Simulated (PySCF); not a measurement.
Gas-phase equilibrium of 1 mol AsH₃, 0.2 mol H₂ at 800 K and 0.00100 bar, among 7 species (As, AsH₃, As₂, H, H₂, As₄, AsH₂). Only gases are allowed; each row takes one source of thermochemistry for all species, and Cantera finds the minimum.

Method: PySCF energies plus ideal-gas RRHO corrections (1 bar). † marks an energy on the PBE0/def2-TZVP geometry and frequencies; other levels use their own. CCSD(T) freezes the core. Open shells (unrestricted) among the columns below: As (multiplicity 4), AsH₂ (multiplicity 2); the rest are closed-shell singlets. As: all electrons, no relativistic terms. AsH₂: computed as isolated molecules; such fragments, hydroxides, amides, oligomers or adducts are transient or little studied in the gas. CCSD(T) isn't extrapolated to the basis-set limit. The harmonic model lacks anharmonicity and excited electronic states, which grow with temperature; levels with a mode under 35 cm⁻¹ are left out.

Molecules larger than those listed are left out.

Mole fractions:

| thermochemistry | x H₂ | x As | x As₄ | x As₂ | x AsH₂ |
|---|---|---|---|---|---|
| CCSD(T)/def2-TZVPP† | 0.87 | 4.2e-9 | 0.13 | 0.0032 | 9.1e-9 |
| HF/def2-TZVP† | 0.63 | 0.37 | 1.2e-11 | 5.2e-7 | 3.6e-6 |
| PBE/def2-TZVP† | 0.87 | 1.1e-11 | 0.13 | 0.00017 | 2.4e-9 |
| PBE0/def2-TZVP | 0.87 | 2.2e-10 | 0.13 | 4.2e-5 | 1.4e-8 |
| r2SCAN/def2-TZVP† | 0.87 | 9.1e-11 | 0.13 | 9.0e-5 | 9.0e-9 |
| LDA/def2-TZVP† | 0.87 | <1e-12 | 0.13 | 2.6e-6 | 5.1e-10 |
The most sensitive of these is As: it spans a factor of 10^11.6 over these rows; at this temperature one factor of ten is RT ln 10 = 15 kJ/mol.
